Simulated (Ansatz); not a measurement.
BBr3 (SMILES BrB(Br)Br), singlet, geometry from GFN2-xTB; HF/STO-3G (Ansatz, a first-principles code).

The Ansatz input:
Ansatz 0.2 input:
```yaml
crystal:
  periodic: [false, false, false]
  atoms:
    - {symbol: B, position_ang: [0.01808306, -0.01978242, -0.03760993]}
    - {symbol: Br, position_ang: [-1.50731106, -1.11118164, -0.13755349]}
    - {symbol: Br, position_ang: [0.01971195, 1.66670358, -0.86448993]}
    - {symbol: Br, position_ang: [1.48501581, -0.55269588, 1.00741627]}
basis:
  gaussian:
    orbitals: STO-3G
hamiltonian:
  xc: hf
```

What the program printed (banner, timings and long lists left out):

```
Functional definition: HF
601 factors; integrals over basis functions are off by at most 2.9e-5 eV
mean field evaluation 1: about -208394.5696 eV, gradient 2.9e1 eV
mean field evaluation 2: about -208394.6049 eV, gradient 2.9e1 eV
mean field evaluation 4: about -208398.3129 eV, gradient 1.2e0 eV
mean field evaluation 8: about -208398.3208 eV, gradient 2.4e-6 eV
mean field -208398.32078987 eV, -7658.4970315724 hartree, gradient 1.4e-5 eV, S^2 0.000000; 0 other end points of the search recorded, 0 dependent functions left out
reference -208398.32078987 eV, -7658.4970315724 hartree; 55, 55 occupied and 4, 4 virtual orbitals, 601 factors
Total energy: -208398.32078987 eV, -7658.4970315724 hartree
```
